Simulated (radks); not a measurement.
Question: Spherical quantum dot in the effective-mass picture: electrons in a well V = -V0 / (1 + exp((r - R)/a)) with V0 = 8.89, R = 2.99, a = 0.32, with a point charge +2 (a donor) at the centre, all in effective atomic units (hartree* = m*/eps^2 hartree, bohr* = eps/m* bohr), one dielectric constant everywhere. Method: non-relativistic Kohn-Sham, LDA (Slater exchange, Perdew-Wang correlation), spin-polarised, spherical densities; computed with a radial shooting solver with Libxc functionals. Levels are named by radial order and angular momentum (1s, 1p, 1d, 2s, ...), and open shells are averaged over m. Each electron was tried in the lowest free levels, single moves between levels near the top were tried too, and the lowest total energy was kept; such a search can miss a lower state. The series stops at N = 15: beyond it a trial failed or the search could not be trusted, so later rows were left out. Give the order in which the levels fill up to N = 15, the shell closures and the spin along the way.

Answer: Shells are first occupied in the order 1s, 1p, 2s, 1d. Open shells at each N (closed shells left out): 1: 1s(up 1, down 0); 2: none; 3: 1p(up 1, down 0); 4: 1p(up 2, down 0); 5: 1p(up 3, down 0); 6: 1p(up 3, down 1); 7: 1p(up 3, down 2); 8: none; 9: 2s(up 1, down 0); 10: none; 11: 1d(up 1, down 0); 12: 1d(up 2, down 0); 13: 1d(up 3, down 0); 14: 1d(up 4, down 0); 15: 1d(up 5, down 0). All shells are closed at N = 2, 8, 10 (there: 1s2 1p6 2s2). Largest 2S: 5, at N = 15.
